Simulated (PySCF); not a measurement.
C₃H₁₀NSi, SMILES C[Si](C)(C)[NH] (connectivity only; charge and spin as stated), charge -1, multiplicity 1. Atoms are numbered in the order given.

```xyz
15

C     -1.0465     0.3254    -1.4932
Si     0.0657    -0.1928     0.0000
C      1.4584     1.1157     0.0000
C     -1.0465     0.3254     1.4932
N      0.7394    -1.7178     0.0000
H     -0.4956     0.1959    -2.4392
H     -1.3843     1.3756    -1.4310
H     -1.9443    -0.3139    -1.5455
H      2.0971     0.9879     0.8886
H      1.0647     2.1462     0.0000
H      2.0971     0.9879    -0.8886
H     -1.3843     1.3756     1.4310
H     -1.9443    -0.3139     1.5455
H     -0.4956     0.1959     2.4392
H      0.1012    -2.5112     0.0000
```
Charge -1, spin multiplicity 1.

The structure is a stationary point at PBE0-D3(BJ)/def2-SVPD. The spin state was assumed, not searched. The isomer is the one that the SMILES or the coordinates give; other isomers of the formula were not compared. The values are those of a single conformer.

These are PySCF with KT2/pcSseg-1 values and carry that method's errors.

GIAO shieldings, no solvent; atoms listed in one row are averaged. δ = σ(ref) − σ: ¹³C against TMS (σ = 185.1 ppm); ²⁹Si against TMS (σ = 361.9 ppm); ¹⁵N against NH3 (σ = 266.2 ppm); ¹H against TMS (σ = 31.47 ppm), references at their B3LYP-D3(BJ)/def2-TZVP geometries, non-relativistic.

Estimate the chemical shifts. (The exact figures need the calculation; the answer reports its results.)


```json
[
 {"nucleus": "¹³C", "atoms": "C1, C4", "count": "2", "δ (ppm)": "9.7"},
 {"nucleus": "¹³C", "atoms": "C3", "count": "1", "δ (ppm)": "5.8"},
 {"nucleus": "²⁹Si", "atoms": "Si2", "count": "1", "δ (ppm)": "-37.4"},
 {"nucleus": "¹⁵N", "atoms": "N5", "count": "1", "δ (ppm)": "38.8"},
 {"nucleus": "¹H", "atoms": "H9, H10, H11", "count": "3", "δ (ppm)": "-0.23"},
 {"nucleus": "¹H", "atoms": "H6, H7, H8, H12, H13, H14", "count": "6", "δ (ppm)": "-0.39"},
 {"nucleus": "¹H", "atoms": "H15", "count": "1", "δ (ppm)": "-1.28"}
]
```
